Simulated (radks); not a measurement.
The numbers below are computed, except where a source is named.
Problem. The mean radii <r> (bohr) of the occupied orbitals of an atom or ion are listed with their occupations. Code: a radial shooting solver on a logarithmic mesh with Libxc functionals. Model: non-relativistic Kohn-Sham, exchange-only LDA, spin-polarised, spherical densities, point nucleus.

orbital  occ.     <r>
1s up       1  0.5107

Name the element and its charge. Open shells, if any, are filled with parallel spins first.

Solution. Z = 3, lithium, charge +2: Li2+ in 1s1. The 1s radius gives Z: for a bare nucleus <r> = 1.5/Z, 0.5 bohr for Z = 3, and the self-interaction of the functional makes it slightly larger (0.5107 here). The occupations add up to 1, and the charge is Z minus that.
